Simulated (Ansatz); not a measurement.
Question: Name a neutral molecule of C, N and H with LUMO energy (PBE0/def2-TZVPP) between 0.50 and 0.80 eV and ideal-gas entropy at 298 K and 1 bar (rigid rotor, harmonic PBE0-D4/def2-TZVP) between 341 and 357 J/(mol·K) (Ansatz, PBE0-D4/def2-TZVP geometry).

Answer: `CCC(C)C#N` (0.52 eV, 344 J/(mol·K)); `CCc1ncc[nH]1` (0.66 eV, 348 J/(mol·K)). Other molecules can fit too; these were computed, each in one conformer that needn't be the lowest.
